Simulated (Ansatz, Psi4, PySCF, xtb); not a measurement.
Donor–acceptor adduct: BH3 (SMILES B) (first 4 atoms) with H2S (SMILES S); geometry from B3LYP-D3(BJ)/def2-TZVP, rigid monomers moved along the line of their centres of mass till B1···S5 is 1.83 Å.
(charge 0, multiplicity 1):
```xyz
7

B     -0.4494    -0.3252     0.6695
H      0.4057    -0.8871     0.0385
H     -1.2478    -1.0569     1.1911
H     -0.8794     0.6904     0.2021
S      0.5216     0.1681     2.1351
H     -0.3070     1.0107     2.7801
H      1.2857     1.1741     1.6700
```

Monomers are frozen at their geometry in the pair; levels with a basis set take the counterpoise correction. Rows marked so take none.

Frozen-core correlation. CBS: X⁻³ extrapolation of the correlation energy, Hartree–Fock from the larger set. Rows in 3-21G carry no dispersion term and start afresh at each structure.

Programs: Ansatz (a first-principles code); Psi4 for SAPT; PySCF for 3-21G rows, the dispersion terms; xtb for the GFN methods. 

| level | interaction energy (meV) |
|---|---|
| GFN1-xTB | -1051.7 |
| HF/3-21G (no counterpoise) | 271.5 |
| r2SCAN-D4/def2-TZVPPD | -1048.9 |
| wB97X-V/def2-TZVPPD | -843.1 |
| MP2/CBS(aug-cc-pV(D+d)Z, aug-cc-pV(T+d)Z) | -855.7 |
| SCS-MP2/aug-cc-pV(T+d)Z | -625.9 |
| CCSD/aug-cc-pV(T+d)Z | -634.6 |
| CCSD(T)/CBS(aug-cc-pV(D+d)Z, aug-cc-pV(T+d)Z) | -779.5 |
| SAPT0/jun-cc-pV(D+d)Z | (withheld) |

### Question
What belongs in the gaps?

### Answer

- SAPT0/jun-cc-pV(D+d)Z, interaction energy (meV): -941.0
